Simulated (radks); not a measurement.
Results of a calculation; reference values are marked as such.
Co12+, configuration [Ne] 3s2 3p3. Level of theory: Dirac Kohn-Sham, PBE, spin-unpolarised, spherical densities, finite nucleus; open shells fill j = l - 1/2 first; Fermi nuclear charge, rms radius 3.7875 fm (a radial shooting solver on a logarithmic mesh with Libxc functionals).

Radial electron density D(r) = 4 pi r^2 rho(r):

```
   r/bohr * D(r) (the largest magnitude, 36, reaches the edge; | marks zero)
 0.005097 |     *
 0.006428 |       *
 0.008042 |           *
  0.01006 |               *
  0.01259 |                     *
  0.01575 |                            *
   0.0197 |                                   *
  0.02465 |                                          *
  0.03083 |                                               *
  0.03858 |                                                 *
  0.04826 |                                               *
  0.06038 |                                           *
  0.07614 |                                       *
  0.09526 |                                      *
   0.1192 |                                            *
   0.1491 |                                                    *
   0.1865 |                                                      *
   0.2334 |                                              *
    0.292 |                              *
   0.3653 |                 *
    0.457 |             *
   0.5717 |              *
    0.721 |            *
    0.902 |      *
    1.128 | *
    1.412 *
    1.766 *
     2.21 *
```

D(r) has 3 maxima, at r = 0.0389, 0.176, 0.581 bohr, and minima at 0.0859, 0.461 bohr, inside which lie 2.13, 10.52 electrons.
